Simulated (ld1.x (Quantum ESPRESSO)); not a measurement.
# What one change does to a pseudopotential (molybdenum, TM)

* Element: molybdenum (Mo)
* Generator: ld1.x (Quantum ESPRESSO) 7.5
* Type: norm-conserving Troullier–Martins (Kleinman–Bylander form)
* Functional: PBE
* Relativity: scalar-relativistic
* Frozen core: [Ar] 3d10 4s2
* Valence charge: 12
* Reference configuration: 4p6 4d5 5s0 5p0 (charge +1)
* Partial waves: 4p (bound): rc 1.30 bohr; 4d (bound): rc 1.95 bohr; 5s (bound, empty): rc 2.05 bohr
* Local potential: the s channel
* Core correction: none

All-electron outer shells of the reference configuration (PBE, scalar-relativistic, ld1.x):

```csv
shell,level (eV),outermost node (bohr),outermost maximum (bohr)
4s,-71.11,0.51,0.99
4p,-45.29,0.52,1.08
4d,-10.41,0.53,1.38
5s,-9.83,1.34,2.79
5p,-5.91,1.53,3.53
```

Change: all radii scaled by about 0.91 (s 1.86, p 1.18, d 1.78 bohr).

Cutoffs: the cutoffs (Ry, on a coarse ladder) from which the occupation-weighted sum of valence levels, in a spherical-Bessel basis at the reference potential, stays within 10 and 1 mRy of its value at 400 Ry; they do not see the model core or the augmentation charge, which bear on the density cutoff. Errors are all-electron minus pseudo energies relative to the spin-unpolarised reference configuration.

Problem. How do hardness, ghosts and transferability respond?

Solution. The potential gets harder (80 Ry and 120 Ry → 100 Ry and 140 Ry); a bound ghost appears in s, which as a rule spoils a file; of the 7 tests that both files solve, the error grows in 2 and shrinks in 4 by more than 15 % and 0.3 meV (median size 32.1 → 35.4 meV). A smaller radius makes the pseudo-wave follow the all-electron one further in, where it bends more sharply, so more plane waves are needed.

```tsv
quantity	base	changed
cutoff, loose	80 Ry	100 Ry
cutoff, tight	120 Ry	140 Ry
loose cutoff by channel (10 mRy a level)	p 50 Ry, d 35 Ry	p 55 Ry, d 35 Ry
bound ghosts	none	s (extra level of the local part)
error for 4p6 4d5 5s1 5p0, meV [ΔE -6.89 eV]	+3.0	+1.5
error for 4p6 4d4 5s0 5p0, meV [ΔE 15.46 eV]	-44	-35
error for 4p6 4d3 5s0 5p0, meV [ΔE 42.21 eV]	-215	-183
error for 4p6 4d6 5s0 5p0, meV [ΔE -6.13 eV]	-15	-11
error for 4p6 4d4 5s1 5p1, meV [ΔE -3.15 eV]	-479	-253
error for 4p6 4d4 5s2 5p0, meV [ΔE -6.69 eV]	-32	+205
error for 4p6 4d5.5 5s0.5 5p0, meV [ΔE -6.61 eV]	+1.2	+6.9
```

Changed file: These tests converged, but a pseudo level misses the all-electron one widely, so the file describes the atom poorly there or has found another state: 4p6 4d3 5s0 5p0: empty 5s by 5.3 eV (a node warning on the way). A true bound ghost makes a file unfit for plane-wave use even where its test errors are small: the radial tests pick states by their node count and pass the ghost by.
